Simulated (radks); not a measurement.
Results of a calculation; reference values are marked as such.
Task: Level of theory: scalar-relativistic Kohn-Sham, LDA (Slater exchange, Perdew-Wang correlation), spin-polarised, spherical densities, finite nucleus; open shells are filled with parallel spins first; Fermi nuclear charge, rms radius of each element as measured or else 0.836 A^(1/3) + 0.57 fm (a radial shooting solver on a logarithmic mesh with Libxc functionals). Response by self-consistent Sternheimer equations with the Hartree and adiabatic LDA kernel, the relativistic mass of each level held fixed and spin-orbit coupling left out. Estimate the static dipole polarisabilities of B2+ ([He] 2s1) and Li ([He] 2s1) and the C6 coefficients of the three pairs.

Result: alpha = 6.802 and 143.6 bohr^3; C6 = 8.835 (B2+-B2+), 84.12 (B2+-Li), 1142 (Li-Li) hartree bohr^6.
